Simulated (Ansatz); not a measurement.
Basis sets compared for Cu₃Br₄⁻. The state is a singlet with charge -1. Geometry PBE-D4/def2-SVPD. Ansatz on 4 threads of Arm Neoverse V1 on a shared host; times are rough, and most runs start from earlier orbitals.

Cartesian coordinates in Å:
```
Cu 0.1490 -0.5596 -1.2866
Cu -0.7256 1.1887 0.2258
Cu 0.6427 -0.7064 1.1883
Br -0.1913 0.9602 2.6098
Br -2.3001 -0.3017 -0.9807
Br 0.9597 1.7756 -1.4983
Br 1.4657 -2.3568 -0.2583
```

The structure comes from a short search, and lower isomers may exist.

```tsv
level	functions	energy (Eh)	HOMO (eV)	LUMO (eV)	wall time
PBE-D4/def2-SVP	221	-15214.3973	-0.42	2.24	6.5 s
PBE0-D4/def2-SVP	221	-15214.7765	-2.23	2.98	18 s
```

(1) Estimate the rows for PBE-D4/def2-SVPD, PBE0-D4/def2-SVPD.

Results:

(1) 
```
            level  functions  energy (Eh)  HOMO (eV)  LUMO (eV)  wall time
 PBE-D4/def2-SVPD        266  -15214.4556      -1.33       1.43       12 s
PBE0-D4/def2-SVPD        266  -15214.8219      -2.88       2.17       26 s
```
